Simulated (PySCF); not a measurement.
**Cd⁺: excitation energy**

Cd⁺ [Kr] 4d10 5s1 (2S) → Cd⁺ [Kr] 4d9 5s2 (2D), as a difference of total energies. All numbers are calculated (PySCF 2.14, the spin-free X2C one-electron Hamiltonian (Gaussian nucleus), in x2c-TZVPPall with one added diffuse shell each of s, p, d, f type (9s7p7d3f1g, 95 functions)). Correlated levels: valence: [Kr] frozen; valence and next inner shell: [Ar] 3d10 frozen. The calculations carry no spin-orbit coupling.

```tsv
method	excitation energy (cm⁻¹)	error (cm⁻¹)
UHF	71730	+217
LDA	70998	-515
PBE	71049	-464
PBE0	72339	+826
r2SCAN	72736	+1223
TPSSh	72227	+714
BP86	70599	-914
wB97M-V	71226	-286
BHandHLYP	70879	-634
MP2 (valence)	74838	+3326
SCS-MP2 (valence)	73266	+1753
MP2 (valence and next inner shell)	72875	+1362
SCS-MP2 (valence and next inner shell)	71317	-196
```

Reference: 71513 cm⁻¹ (measured; NIST levels, between the centres of gravity of the two terms).

Errors of the correlated levels include the incompleteness of this basis and the frozen core.
